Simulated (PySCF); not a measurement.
C₂H₈BNO, SMILES CNBOC. Geometry optimised at PBE0-D3(BJ)/def2-SVP. The structure was generated by enumeration, and PubChem lists no compound with its InChIKey, so it may never have been made. One conformer was computed; it need not be the lowest.

Computed equilibrium geometry at PBE0-D3(BJ)/def2-SVP (PySCF confirms it by a frequency run) as a Z-matrix, and its point group (one conformer of several):
point group Cs.
```
N
H 1 1.0134
B 1 1.4055 2 120.13
O 3 1.3666 1 123.33 2 0.00
C 4 1.3958 3 121.71 1 0.00
H 5 1.0999 4 108.85 3 180.00
H 5 1.1063 6 107.81 4 -121.78
H 5 1.1063 6 107.81 7 -116.44
C 1 1.4393 2 114.30 3 180.00
H 9 1.0987 1 109.32 2 180.00
H 9 1.1042 10 107.52 1 -122.23
H 9 1.1042 10 107.52 11 -115.54
H 3 1.2103 4 116.94 5 180.00
```
